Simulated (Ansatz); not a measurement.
Cartesian coordinates in Å:
```
S 0.653 0.502 -1.581
In -0.843 -0.681 -0.073
S -0.456 -0.327 2.298
H 0.071 0.008 -2.685
H 0.575 0.498 2.042
```

Total charge 0; spin multiplicity 2. In: def2 effective core potential.

(1) List the PBE0/def2-TZVPP orbital energies in eV (Ansatz). (An estimate is asked.)

## Answers

(1) Computed: α occupied: -2422.41, -2422.33, -217.73, -217.66, -161.56, -161.53, -161.49, -161.43, -161.38, -161.30, -128.87, -85.25, -85.15, -85.05, -22.06, -22.03, -21.81, -21.76, -21.75, -19.95, -19.65, -11.92, -11.38, -10.51, -8.59, -7.81, -7.37, -6.28. α empty: -1.65, -0.30, -0.01, 0.33, 1.32, 1.88, 2.13, 2.89. β occupied: -2422.37, -2422.30, -217.70, -217.62, -161.52, -161.44, -161.42, -161.36, -161.35, -161.28, -128.82, -85.21, -85.08, -85.04, -21.94, -21.93, -21.70, -21.68, -21.63, -19.73, -19.44, -11.65, -11.26, -10.12, -8.08, -7.73, -7.31. β empty: -3.69, -1.18, 0.03, 0.30, 0.44, 1.59, 2.05, 2.54. ⟨S²⟩ = 0.755.
